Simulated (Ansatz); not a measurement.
Four-centre ligand exchange

Start structure (GeH5ClO, singlet), relaxed at PBE0-D4/def2-TZVP:

Ge1  (-0.680, -0.722, 0.583)
O2  (0.205, 0.815, 0.261)
H3  (-1.886, -0.805, -0.365)
H4  (0.365, -1.799, 0.301)
H5  (-1.136, -0.710, 2.050)
H6  (1.336, 0.847, -1.062)
Cl7  (2.142, 0.774, -2.093)
H8  (-0.344, 1.600, 0.324)
(Å)

The step: GeH₄O ([OH][GeH3]) + HCl → GeH₃Cl ([Cl][GeH3]) + H₂O; bonds formed: Ge1–Cl7, O2–H6; bonds broken: Ge1–O2, H6–Cl7. Computed with Ansatz 0.2.0 (basis: def2-TZVPP and def2-QZVPP); correlated methods freeze the cores. Filled d shells of the heavier atoms are correlated. The def2 sets are not built for correlating such inner shells, so the correlated values are less sure here. Extrapolation: Hartree–Fock as exp(−7.88 √X), correlation as X^−2.97. Energies below are by CCSD(T) at an estimated basis limit (MP2 extrapolated from triple and quadruple zeta, plus CCSD(T) − MP2 in triple zeta).

Problem. What are the electronic barrier and the energy of the step, from the start structure to the end structure? (An estimate is asked for; the value comes from the calculation.)

Solution. By the calculation: Barrier 69.2 kJ/mol; step energy -41.7 kJ/mol (downhill); reverse barrier, their difference, 110.9 kJ/mol. Barrier and step energy count from the start structure, the reverse barrier from the end structure.

The saddle point: One imaginary mode of 157i cm⁻¹.
```json
{"pair": "Ge1–Cl7", "start (Å)": "4.17", "saddle (Å)": "2.58", "end (Å)": "2.17"}
{"pair": "O2–H6", "start (Å)": "1.74", "saddle (Å)": "1.01", "end (Å)": "0.96"}
{"pair": "Ge1–O2", "start (Å)": "1.80", "saddle (Å)": "2.03", "end (Å)": "3.25"}
{"pair": "H6–Cl7", "start (Å)": "1.31", "saddle (Å)": "1.89", "end (Å)": "2.55"}
```

Zero-point energy (harmonic, PBE0-D4): ZPE is 120.6 kJ/mol at the start and 128.3 kJ/mol at the saddle, so the barrier goes from 69.2 to 76.8 kJ/mol.

No T1 diagnostic of these runs exceeds 0.012.

Hydrogen chloride, the by-product of chloride precursors, can attack films and sites by steps of this kind.

Labels in which every atom is bracketed show which atoms are joined, not bond orders.

For scale, one of the runs: CCSD(T)/def2-TZVPP, 191 basis functions, launched by `ansatz run in.yaml --threads 4 --pin off --events-out ev --progress --plain --max-ram 9574MiB`. Hardware: 4 CPU threads of an Arm Neoverse V1, shared host. Wall time 50 s; peak host memory 2.1 GiB.
